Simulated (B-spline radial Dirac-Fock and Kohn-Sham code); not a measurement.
Auger parameter of mercury: the L3 level and its strongest L3-MM line

Level of theory: ΔSCF Dirac-Fock with Breit, self-energy and vacuum polarisation, finite nucleus, configuration average; a radial finite-basis atomic code. The modified Auger parameter α′ is the binding energy plus the kinetic energy of the Auger electron; it does not depend on the energy zero. For free ions it tends to fall with charge, since less charge screens the final holes.

```
            species       configuration  binding 2p3/2 (eV)  Auger line  kinetic (eV)  α′ (eV)
                 Hg  [Xe] 4f14 5d10 6s2             12290.6    M4M5 J=4        7509.4  19800.0
                Hg⁺  [Xe] 4f14 5d10 6s1             12300.2    M4M5 J=4        7498.4  19798.6
 Hg⁺ (Watson 1.8 Å)  [Xe] 4f14 5d10 6s1             12292.4    M4M5 J=4        7506.4  19798.7
               Hg²⁺      [Xe] 4f14 5d10             12310.9    M4M5 J=4        7486.6  19797.4
Hg²⁺ (Watson 1.8 Å)      [Xe] 4f14 5d10             12294.9    M4M5 J=4        7502.5  19797.5
  Hg²⁺ (Watson 3 Å)      [Xe] 4f14 5d10             12301.3    M4M5 J=4        7496.2  19797.4
```

Values without a named source are computed, but for edge energies of neutral atoms, which are taken from tables.
